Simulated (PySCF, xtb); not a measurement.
BiI3, SMILES [I][Bi]([I])[I].

GFN2-xTB in xtb at its own geometry gives an orbital gap of 5.11 eV and a dipole moment of 9.60 D.

Coordinates come from a B3LYP-D3(BJ)/def2-SVP optimisation. The isomer is the one that the SMILES or the coordinates give; other isomers of the formula were not compared. The def2 effective core potentials stand for the cores of Bi, I; spin–orbit coupling is left out.

Problem. What does r2SCAN/def2-TZVP (PySCF) give? (The exact figures need the calculation; the answer reports its results.)

Solution. gap 3.05 eV (levels -6.79 and -3.74 eV), dipole 2.64 D.
